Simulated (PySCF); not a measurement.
# Reading the logs of faulty runs: CH5Si2 anion

Calculated results; nothing here was measured. They come from PySCF 2.14.0, an open-source quantum chemistry program, on an isolated molecule that a program drew, which may never have been made. The molecule is CH5Si2 anion (charge -1, singlet), drawn as the SMILES string `[SiH2]=C[SiH2-]`.

Each row is a Hartree-Fock (HF) and frozen-core CCSD(T) single point in the aug-cc-pV(D+d)Z basis, meant for a local HF minimum. Run 1 is clean. Each other run has one planted mistake out of seven kinds, and not every kind appears here: one electron removed, one electron added, multiplicity raised by two, geometry at a saddle point, minimal basis STO-3G, one bond length entered in bohr, all coordinates scaled. The reference is restricted for singlets and unrestricted otherwise, and also for a bond in bohr. Adding or removing an electron swaps singlet and doublet. Electrons count all cores. HOMO and LUMO are orbital energies over both spins, the gradient is its largest component, and the lowest frequency (negative if imaginary) is given only where the gradient is small. Bond lengths are over the 7 bonds as drawn. T1 is the CCSD diagnostic: over 0.02 (restricted) or 0.045 (unrestricted) a single reference is doubtful.

Geometry of the clean run:
```xyz
8
CH5Si2 anion, angstrom
Si    2.1240   -1.0469   -0.4301
C     0.8031   -1.3976   -1.4656
Si   -0.9973   -0.7044   -1.5234
H     2.0494   -0.1332    0.7294
H     3.5269   -1.4414   -0.7200
H     1.0590   -2.0607   -2.2935
H    -1.1162   -0.1502   -0.1006
H    -1.7773   -2.0073   -1.3142
```

| run | electrons | basis functions | <S^2> | HOMO (eV) | LUMO (eV) | gradient (hartree/bohr) | lowest frequency (cm^-1) | mean bond (Å) | longest bond (Å) | T1 | HF (hartree) | CCSD(T) (hartree) | mistake |
|---|---|---|---|---|---|---|---|---|---|---|---|---|---|
| 1 | 40 | 132 | 0.000 | -1.63 | 3.55 | 3.1e-05 | 159 | 1.5378 | 1.930 | 0.0196 | -618.56319 | -619.00708 | no fault |
| 2 | 40 | 132 | 2.063 | -0.60 | 3.61 | 6.5e-02 | - | 1.5378 | 1.930 | 0.0241 | -618.52598 | -618.94724 | multiplicity raised by two |
| 3 | 40 | 132 | 1.096 | -1.74 | 3.51 | 3.1e-02 | - | 1.7326 | 2.897 | 0.0720 | -618.49459 | -618.92389 | one bond length entered in bohr |
| 4 | 40 | 132 | 0.000 | -0.24 | 3.81 | 2.4e-05 | -673 | 1.5052 | 1.773 | 0.0178 | -618.53251 | -618.98371 | geometry at a saddle point |
| 5 | 40 | 132 | 0.000 | -1.28 | 3.52 | 4.4e-02 | - | 1.4424 | 1.811 | 0.0197 | -618.53324 | -618.96991 | ? |
| 6 | 40 | 28 | 0.000 | 3.07 | 13.41 | 3.5e-02 | - | 1.5378 | 1.930 | 0.0098 | -611.20137 | -611.40810 | ? |

**Which mistake was planted in run 5, and what did it cost?**

The mean and the longest bond both change by the same factor, 0.938, and the gradient is no longer small. So the mistake is: all coordinates scaled. Subtracting run 1 and multiplying by 627.51 kcal/mol a hartree, the energy moved by 18.8 kcal/mol in HF and 23.3 kcal/mol in CCSD(T).

**Which mistake was planted in run 6, and what did it cost?**

It has 28 basis functions where the clean run has 132, with the same electrons and geometry. So the mistake is: minimal basis STO-3G. Subtracting run 1 and multiplying by 627.51 kcal/mol a hartree, the energy moved by 4619.6 kcal/mol in HF and 4768.4 kcal/mol in CCSD(T).

Cautions from the logs. Run 3: T1 is over the limit, so its CCSD(T) energy is less reliable; run 6: the HOMO is above zero, so the electron isn't bound and the energy depends on the basis.
